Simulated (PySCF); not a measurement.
Hf(Cl)4, SMILES [Cl][Hf]([Cl])([Cl])[Cl] (Cl4Hf) at its B3LYP/def2-SVP optimised geometry (Å):

```
5

Hf    -0.7806    -1.1041     0.0000
Cl    -1.5611    -2.2070    -1.9131
Cl    -1.5572    -2.2093     1.9134
Cl     1.5611    -1.1041     0.0000
Cl    -1.5611     1.1041     0.0000
```

Calculation: B3LYP/def2-TZVP, def2 effective core potentials past Kr run with PySCF. The core electrons that the potentials of Hf replace are not part of the density.

Map of the log10 of the electron density (e/bohr³), floored at −4 on the plane z = 1.2 Å:

```
|                           |
|                           |
|                           |
|      .....                |
|    .:::-:::.              |
|   .:--===--:.             |
|  .:-==+++==-:.            |
|  .-=++***++=-.            |
| .:-=+*##**+=-:.           |
| .:-=+*###*+=-:..          |
| .:-=**###**+=-:::...      |
| .:-=+*###*++=-----:::.    |
|  :-=+*****+==--====--:.   |
|  .:-=++**+++===++++==-:.  |
|  .:-=+++**++++++***+=-:.  |
|  .:-=++*****++**##**+=-:  |
| .:-=+**####**+**###*+=-:  |
| .:=+*##%%%#****####*+=-:  |
| :-=+#%%@@%##*+**###*+=-:  |
| :-+*#%@@@@%#*++****++=:.  |
| :-+*#@@@@@%#+++++++==-:.  |
| :-+*#%@@@%#*+======--:.   |
| .-=*#%%@%%#*+=-----::.    |
| .:=+*##%##*+=-::::...     |
|  :-=+*****+=-:...         |
|  .:-==+++==-:.            |
|   .::-----::.             |
```
Scale: ten equal steps from -4.00 (start of ' ') to -0.650 (end of '@'), in the order ' .:-=+*#%@'; x runs from -4.00 to 4.00, y from -4.00 (bottom) to 4.00 (top).
